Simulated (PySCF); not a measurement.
## Correlation energy of P⁺ (phosphorus, charge +1)

[Ne] 3s1 3p2 4s1, high-spin 5P determinant (an excited configuration). Computed with PySCF 2.14 in dyall-av3z (19s12p3d2f, 84 functions), with the spin-free X2C one-electron Hamiltonian (Gaussian nucleus). Frozen: [Ne]; 4 electrons correlated; the 23 highest virtual orbitals of each spin left out.

```tsv
level	correlation energy (mhartree)
CCSD	-26.17
(T)	-0.41
CCSD(T)	-26.58
```

Diagnostics: T1 = 0.027, D1 = 0.0757, largest double amplitude 0.041.

The outer electron is Rydberg-like, and this basis confines it to a smaller radius and binds it less than a complete one would.

Cost of the coupled-cluster step: about 1.4 core-seconds, for 4 correlated electrons.
